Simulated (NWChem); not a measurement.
System: C2H2N3, doublet; SMILES C1=NC=N[N]1

Parts of the log:

```
             Northwest Computational Chemistry Package (NWChem) 7.3.0
             --------------------------------------------------------

                             Geometry "geometry" -> ""
                             -------------------------

 Output coordinates in angstroms (scale by  1.889725989 to convert to a.u.)

  No.       Tag          Charge          X              Y              Z
 ---- ---------------- ---------- -------------- -------------- --------------
    1 C                    6.0000     0.31054200    -1.03945100     0.00000000
    2 N                    7.0000     1.19095500    -0.04777300     0.00000000
    3 C                    6.0000     0.39289100     1.01179100     0.00000000
    4 N                    7.0000    -0.97924100     0.67538100     0.00000000
    5 N                    7.0000    -1.03054700    -0.59333600     0.00000000
    6 H                    1.0000     0.56175600    -2.10183200     0.00000000
    7 H                    1.0000     0.72920500     2.05032900     0.00000000

 Effective nuclear repulsion energy (a.u.)     155.2014075131

                                 NWChem DFT Module
                                 -----------------

 Summary of "ao basis" -> "ao basis" (spherical)
 ------------------------------------------------------------------------------
       Tag                 Description            Shells   Functions and Types
 ---------------- ------------------------------  ------  ---------------------
 C                          def2-svp                 6       14   3s2p1d
 N                          def2-svp                 6       14   3s2p1d
 H                          def2-svp                 3        5   2s1p

 in cosmo_initialize ...
 calling solv_data for solv:cychexan

 solvent parameters
 solvname_short: cychexan
 solvname_long:  cyclohexane
 dielec:        2.0165
 dielecinf:     2.0352
 nonaqueous SMD model solvent descriptors
 dielec:        2.0165
 sola:          0.0000
 solb:          0.0000
 solc:          0.0000
 solg:         35.4800
 solh:          0.0000
 soln:          1.4266

          ---------------
          -cosmo- solvent
          ---------------
 Cosmo: York-Karplus, doi: 10.1021/jp992097l
 dielectric constant -eps-     =   2.02
 screen = (eps-1)/(eps    )    =   0.50409
 surface charge correction     = lagrangian

   van der Waals surface
 --------------------------

 ---------- ATOMIC COORDINATES (A.U.) ------------ VDWR(ANG.) --
     1    0.58683929   -1.96427757    0.00000000     1.850
     2    2.25057861   -0.09027788    0.00000000     1.890
     3    0.74245633    1.91200775    0.00000000     1.850
     4   -1.85049717    1.27628503    0.00000000     1.890
     5   -1.94745145   -1.12124246    0.00000000     1.890
     6    1.06156491   -3.97188655    0.00000000     1.200
     7    1.37799764    3.87456000    0.00000000     1.200
 number of segments per atom =        128
 number of   points per atom =        128
 atom (   nspa,  nppa )
 ----------------------
    1 (     46,     0 )       0
    2 (     64,     0 )       0
    3 (     46,     0 )       0
    4 (     64,     0 )       0
    5 (     62,     0 )       0
    6 (     52,     0 )       0
    7 (     54,     0 )       0
 number of -cosmo- surface points =      388
 molecular surface =     96.514 angstrom**2
 molecular volume  =     77.871 angstrom**3
 -lineq- algorithm             =   0
 -bem- low  level              =   3
 -bem- from -octahedral-
 gaussian surface charge width =   4.50000
 degree of switching           =   1.00000
 switching function tolerance  =   0.00010
 atomic radii =
 --------------
    1  6.000  1.850
    2  7.000  1.890
    3  6.000  1.850
    4  7.000  1.890
    5  7.000  1.890
    6  1.000  1.200
    7  1.000  1.200
 ...... end of -cosmo- initialization ......

 nat:                     7
 ixmem:                  2814
 calling mnsol_interface()
 G(SMD-CDS) energy (kcal/mol)  =    -2.646
 SMD-CDS SASA (angstrom**2)    =   107.714

            General Information
            -------------------
          SCF calculation type: DFT
          Wavefunction type:  spin polarized.
          No. of atoms     :     7
          No. of electrons :    35
           Alpha electrons :    18
            Beta electrons :    17
          Charge           :     0
          Spin multiplicity:     2
          Use of symmetry is: off; symmetry adaption is: off
          Maximum number of iterations: 150
          AO basis - number of functions:    80
                     number of shells:    36
          Convergence on energy requested:  1.00D-06
          Convergence on density requested:  1.00D-05
          Convergence on gradient requested:  5.00D-04

              XC Information
              --------------
                       M06-2X Method XC Functional
                     Hartree-Fock (Exact) Exchange  0.540
                        M06-2X Exchange Functional  1.000
                      M06-2X Correlation Potential  1.000

             Grid Information
             ----------------
          Grid used for XC integration:  medium
          Radial quadrature: Mura-Knowles
          Angular quadrature: Lebedev.
          Tag              B.-S. Rad. Rad. Pts. Rad. Cut. Ang. Pts.
          ---              ---------- --------- --------- ---------
          C                   0.70       49           9.0       434
          N                   0.65       49           9.0       434
          H                   0.35       45          11.0       434
          Grid pruning is: on
          Number of quadrature shells:   335
          Spatial weights used:  Erf1

      Superposition of Atomic Density Guess
      -------------------------------------

 Sum of atomic energies:        -238.98072385

      Non-variational initial energy
      ------------------------------

 Total energy =    -241.792521
 1-e energy   =    -631.077200
 2-e energy   =     234.083271
 HOMO         =      -0.229620
 LUMO         =       0.052820

[...]

                                COSMO-SMD solvation results
                                ---------------------------

             internal energy in gas <Psi(g)|H|Psi(g)> =      -241.281550018962
         internal energy in solvent <Psi(s)|H|Psi(s)> =      -241.281110300110
                               delta internal energy  =         0.000439718853 (    0.28 kcal/mol)
   total free energy in solvent <Psi(s)|H+V/2|Psi(s)> =      -241.288434181407
 polarization energy contribution <Psi(s)|V/2|Psi(s)> =        -0.007323881297 (   -4.60 kcal/mol)
    total free energy in solvent including G(SMD-CDS) =      -241.292650176697
                       G(SMD-CDS) energy contribution =        -0.004215995290 (   -2.65 kcal/mol)
     1 M fixed-concentration free energy of solvation =        -0.011100157735 (   -6.97 kcal/mol)

                    DFT Final Alpha Molecular Orbital Analysis
                    ------------------------------------------

 Vector   16  Occ=1.000000D+00  E=-3.897483D-01
              MO Center=  8.5D-01, -3.4D-02, -1.5D-09, r^2= 2.0D+00
   Bfn.  Coefficient  Atom+Function         Bfn.  Coefficient  Atom+Function
  ----- ------------  ---------------      ----- ------------  ---------------
    18      0.492667  2 N  px                21     -0.338380  2 N  px
    17     -0.244497  2 N  s                 60      0.222951  5 N  px
    46      0.218209  4 N  px                16     -0.200588  2 N  s
    63     -0.156509  5 N  px                49     -0.154793  4 N  px
     4      0.119536  1 C  px                32      0.113671  3 C  px

 Vector   17  Occ=1.000000D+00  E=-3.539619D-01
              MO Center= -1.0D+00,  4.1D-02,  1.3D-09, r^2= 1.7D+00
   Bfn.  Coefficient  Atom+Function         Bfn.  Coefficient  Atom+Function
  ----- ------------  ---------------      ----- ------------  ---------------
    60     -0.352596  5 N  px                46      0.343365  4 N  px
    45      0.288067  4 N  s                 59     -0.287878  5 N  s
    63      0.239084  5 N  px                49     -0.230122  4 N  px
    32      0.222996  3 C  px                 4     -0.217529  1 C  px
    44      0.208422  4 N  s                 58     -0.208361  5 N  s

 Vector   18  Occ=1.000000D+00  E=-3.438641D-01
              MO Center= -2.6D-02,  1.7D-03, -2.0D-09, r^2= 2.2D+00
   Bfn.  Coefficient  Atom+Function         Bfn.  Coefficient  Atom+Function
  ----- ------------  ---------------      ----- ------------  ---------------
     6      0.395983  1 C  pz                34     -0.396399  3 C  pz
     9      0.289746  1 C  pz                37     -0.289936  3 C  pz
    48      0.232787  4 N  pz                62     -0.233293  5 N  pz
    51     -0.179366  4 N  pz                65      0.179795  5 N  pz

 Vector   19  Occ=0.000000D+00  E= 3.623169D-02
              MO Center= -5.6D-01,  2.1D-02, -5.6D-10, r^2= 2.1D+00
   Bfn.  Coefficient  Atom+Function         Bfn.  Coefficient  Atom+Function
  ----- ------------  ---------------      ----- ------------  ---------------
    51      0.524026  4 N  pz                65     -0.524491  5 N  pz
    48     -0.425878  4 N  pz                62      0.426340  5 N  pz
     9      0.333538  1 C  pz                37     -0.331563  3 C  pz
     6      0.270837  1 C  pz                34     -0.269258  3 C  pz
    41      0.029716  3 C  d  1              13     -0.029339  1 C  d  1

 Vector   20  Occ=0.000000D+00  E= 5.037661D-02
              MO Center=  5.9D-01, -2.2D-02,  2.1D-09, r^2= 2.2D+00
   Bfn.  Coefficient  Atom+Function         Bfn.  Coefficient  Atom+Function
  ----- ------------  ---------------      ----- ------------  ---------------
    23      0.622009  2 N  pz                 9     -0.456691  1 C  pz
    20     -0.457388  2 N  pz                37     -0.457909  3 C  pz
     6     -0.343774  1 C  pz                34     -0.344967  3 C  pz
    51      0.165499  4 N  pz                65      0.162770  5 N  pz
    48     -0.138025  4 N  pz                62     -0.135891  5 N  pz

 Vector   21  Occ=0.000000D+00  E= 1.304948D-01
              MO Center=  7.6D-01, -4.8D-02,  3.5D-10, r^2= 8.4D+00
   Bfn.  Coefficient  Atom+Function         Bfn.  Coefficient  Atom+Function
  ----- ------------  ---------------      ----- ------------  ---------------
    72      1.609781  6 H  s                 77      1.597811  7 H  s
     3     -1.150478  1 C  s                 31     -1.145446  3 C  s
     8      0.639501  1 C  py                36     -0.615097  3 C  py
    35     -0.238168  3 C  px                 7     -0.188653  1 C  px
     2     -0.185351  1 C  s                 30     -0.184119  3 C  s

                     DFT Final Beta Molecular Orbital Analysis
                     -----------------------------------------

 Vector   15  Occ=1.000000D+00  E=-3.969533D-01
              MO Center=  1.3D-01, -5.3D-03, -1.1D-09, r^2= 2.1D+00
   Bfn.  Coefficient  Atom+Function         Bfn.  Coefficient  Atom+Function
  ----- ------------  ---------------      ----- ------------  ---------------
    20      0.412446  2 N  pz                23     -0.303964  2 N  pz
    48     -0.294659  4 N  pz                62     -0.294252  5 N  pz
    51      0.219079  4 N  pz                65      0.218789  5 N  pz
     6     -0.138276  1 C  pz                34     -0.137424  3 C  pz
     9     -0.081492  1 C  pz                37     -0.080972  3 C  pz

 Vector   16  Occ=1.000000D+00  E=-3.917117D-01
              MO Center=  7.9D-01, -3.1D-02,  1.6D-09, r^2= 2.1D+00
   Bfn.  Coefficient  Atom+Function         Bfn.  Coefficient  Atom+Function
  ----- ------------  ---------------      ----- ------------  ---------------
    18      0.495522  2 N  px                21     -0.339428  2 N  px
    60      0.227670  5 N  px                17     -0.222441  2 N  s
    46      0.222416  4 N  px                16     -0.189507  2 N  s
    63     -0.160335  5 N  px                49     -0.158342  4 N  px
     4      0.116927  1 C  px                32      0.111353  3 C  px

 Vector   17  Occ=1.000000D+00  E=-3.454371D-01
              MO Center= -1.0D+00,  4.1D-02, -1.2D-09, r^2= 1.7D+00
   Bfn.  Coefficient  Atom+Function         Bfn.  Coefficient  Atom+Function
  ----- ------------  ---------------      ----- ------------  ---------------
    60     -0.357067  5 N  px                46      0.347871  4 N  px
    45      0.274508  4 N  s                 59     -0.274473  5 N  s
    63      0.249807  5 N  px                49     -0.240552  4 N  px
    32      0.216297  3 C  px                 4     -0.210968  1 C  px
    44      0.202754  4 N  s                 58     -0.202747  5 N  s

 Vector   18  Occ=0.000000D+00  E=-1.471298D-01
              MO Center= -9.0D-02,  4.0D-03, -4.5D-10, r^2= 2.3D+00
   Bfn.  Coefficient  Atom+Function         Bfn.  Coefficient  Atom+Function
  ----- ------------  ---------------      ----- ------------  ---------------
     6      0.346249  1 C  pz                34     -0.346472  3 C  pz
     9      0.320417  1 C  pz                37     -0.320540  3 C  pz
    48      0.247878  4 N  pz                62     -0.248469  5 N  pz
    51     -0.205803  4 N  pz                65      0.206375  5 N  pz

 Vector   19  Occ=0.000000D+00  E= 7.461631D-02
              MO Center= -4.9D-01,  3.3D-03, -1.2D-10, r^2= 2.3D+00
   Bfn.  Coefficient  Atom+Function         Bfn.  Coefficient  Atom+Function
  ----- ------------  ---------------      ----- ------------  ---------------
    65     -0.538667  5 N  pz                51      0.533670  4 N  pz
    62      0.409178  5 N  pz                48     -0.405304  4 N  pz
     9      0.394972  1 C  pz                37     -0.380163  3 C  pz
     6      0.267497  1 C  pz                34     -0.258114  3 C  pz
    41      0.027293  3 C  d  1              13     -0.026715  1 C  d  1

 Vector   20  Occ=0.000000D+00  E= 7.753852D-02
              MO Center=  5.2D-01, -3.4D-03,  3.0D-09, r^2= 2.4D+00
   Bfn.  Coefficient  Atom+Function         Bfn.  Coefficient  Atom+Function
  ----- ------------  ---------------      ----- ------------  ---------------
    23      0.605993  2 N  pz                37     -0.533159  3 C  pz
     9     -0.522045  1 C  pz                20     -0.420867  2 N  pz
    34     -0.328902  3 C  pz                 6     -0.321346  1 C  pz
    51      0.185323  4 N  pz                65      0.169790  5 N  pz
    48     -0.142649  4 N  pz                62     -0.130960  5 N  pz

   alpha - beta orbital overlaps
   -----------------------------

   alpha      1      2      3      4      5      6      7      8      9     10
    beta      1      2      3      5      4      6      7      8      9     10
 overlap   1.000  1.000  1.000  0.772  0.772  1.000  1.000  1.000  0.999  1.000

   alpha     11     12     13     14     15     16     17     18     19     20
    beta     11     12     13     14     15     16     17     18     19     20
 overlap   0.999  0.997  1.000  1.000  0.998  1.000  1.000  0.997  0.998  0.993

   alpha     21     22     23     24     25     26     27     28     29     30
    beta     21     22     23     24     25     26     27     28     29     30
 overlap   0.999  0.999  0.973  0.974  0.999  0.999  0.999  0.999  0.997  0.998

   alpha     31     32     33     34     35     36     37     38     39     40
    beta     31     32     33     34     35     36     37     38     39     40
 overlap   0.998  0.998  0.998  0.999  0.999  0.992  0.993  0.998  1.000  0.999

[...]
```

Level: M06-2X/def2-SVP, spin-unrestricted, SMD on the gas-phase geometry. In the optimisation the excess spin sits in a" (Cs, its own frame). Coordinates come from a PBE0/def2-SVP, spin-unrestricted optimisation. No stability test was run on the SCF state. Solvent: cyclohexane.

### Question
Write an input that gives this output.

### Answer
Several could match; the one computed here: the input that was run:
```
start job
memory heap 200 mb stack 900 mb global 1100 mb
geometry units angstroms noautosym nocenter noautoz
  C      0.310542    -1.039451     0.000000
  N      1.190955    -0.047773     0.000000
  C      0.392891     1.011791     0.000000
  N     -0.979241     0.675381     0.000000
  N     -1.030547    -0.593336     0.000000
  H      0.561756    -2.101832     0.000000
  H      0.729205     2.050329     0.000000
end
basis spherical
  * library def2-svp
end
dft
  odft
  mult 2
  xc m06-2x
  iterations 150
end
cosmo
  do_cosmo_smd true
  solvent cychexan
end
task dft energy
```
